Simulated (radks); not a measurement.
Neutral calcium, 20 electrons, occupied as [Ar] 4s2. Calculated with a radial shooting solver on a logarithmic mesh with Libxc functionals: non-relativistic Kohn-Sham, PBE, spin-polarised, spherical densities, point nucleus. Some entries of the table are withheld. Estimate them.

| orbital | occ. | eigenvalue (eV) | <r^2> (bohr^2) | <r> (bohr) |
|---|---|---|---|---|
| 1s | 2 | -3927.949 | 0.008038 | (1) |
| 2s | 2 | -410.6676 | 0.1592 | 0.3668 |
| 2p | 6 | -334.4558 | 0.1336 | (2) |
| 3s | 2 | -46.6862 | (3) | 1.162 |
| 3p | 6 | (4) | 1.910 | 1.272 |
| 4s | 2 | -3.7533 | 18.69 | (5) |

Answer. 
(1) 1s <r> (bohr): 0.07737
(2) 2p <r> (bohr): 0.3286
(3) 3s <r^2> (bohr^2): 1.559
(4) 3p eigenvalue (eV): -28.0590
(5) 4s <r> (bohr): 4.036
